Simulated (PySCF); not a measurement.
Question: What does the PBE0-D3(BJ)/def2-SVP structure of InChI=1S/C2H3B2F2N/c5-4(6)2-1-3-7/h3H,7H2 look like in three dimensions?

Answer: 
```xyz
10
C2H3B2F2N angstrom
N     -2.127   -0.796    0.537
B     -1.499   -0.193   -0.544
C      0.000    0.127   -0.495
C      1.196    0.391   -0.468
B      2.679    0.716   -0.443
F      3.115    1.892   -0.038
F      3.580   -0.169   -0.819
H     -3.112   -1.020    0.538
H     -1.643   -1.048    1.390
H     -2.138    0.080   -1.532
```

Any rigid rotation of these coordinates is as good. Atoms count from 1 in this order. N1 (boron-bound nitrogen) is planar (angles 123.3°, 122.6° and 114.2°, sum 360.0°, 0.00 Å off the plane of its three neighbours). B5 (three-coordinate boron) is planar (angles 121.3°, 121.2° and 117.5°, sum 360.0°, 0.00 Å off the plane of its three neighbours). B2 (three-coordinate boron) is planar (angles 120.5°, 119.7° and 119.7°, sum 360.0°, 0.00 Å off the plane of its three neighbours).

Bonds between heavy atoms (Å): N1–B2 1.388, B2–C3 1.534, C3≡C4 1.225, C4–B5 1.519, B5–F6 1.317, B5–F7 1.317.

Computed with PBE0-D3(BJ)/def2-SVP geometry optimisation, gas phase in PySCF 2.14.0.

No PBE0-D3(BJ)/def2-SVP frequencies stand behind this structure, so it isn't proved a minimum.

The run took 47 s wall on Arm Neoverse V2, one thread, on a shared host, and the process peaked at 0.44 GiB of memory. That covers the optimisation of the geometry.
